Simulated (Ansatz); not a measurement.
`CBCOC` and `CO[CH2][AlH][CH3]` differ in one element.

Ansatz, PBE0-D4/def2-TZVP geometries, multiplicity 1. Each molecule was computed in one conformer, which needn't be the lowest.

```
                                          property  `CBCOC`
    size of the dipole moment (PBE/def2-TZVPP) / D     0.79
             LUMO energy (ωB97M-V/def2-TZVPP) / eV     1.26
                 LUMO energy (PBE/def2-TZVPP) / eV    -1.72
size of the dipole moment (ωB97M-V/def2-TZVPP) / D     0.90
                 HOMO energy (PBE/def2-TZVPP) / eV    -5.86
                HOMO energy (PBE0/def2-TZVPP) / eV    -7.44
```

(1) What does the change do to each property? (An estimate is asked.)

## Answers

(1) Ansatz gave: 
```
                                          property  `CO[CH2][AlH][CH3]`  shift
    size of the dipole moment (PBE/def2-TZVPP) / D                 0.78  -0.01
             LUMO energy (ωB97M-V/def2-TZVPP) / eV                 0.58  -0.68
                 LUMO energy (PBE/def2-TZVPP) / eV                -1.75  -0.03
size of the dipole moment (ωB97M-V/def2-TZVPP) / D                 0.89  -0.01
                 HOMO energy (PBE/def2-TZVPP) / eV                -5.15   0.71
                HOMO energy (PBE0/def2-TZVPP) / eV                -6.53   0.91
```

With PBE0 the HOMO rises by 0.91 eV and the LUMO falls by 0.29 eV, so the gap narrows by about 1.20 eV. PBE moves the HOMO by 0.71 eV and ωB97M-V by 1.03 eV. Dipoles are sizes alone; their direction can turn.
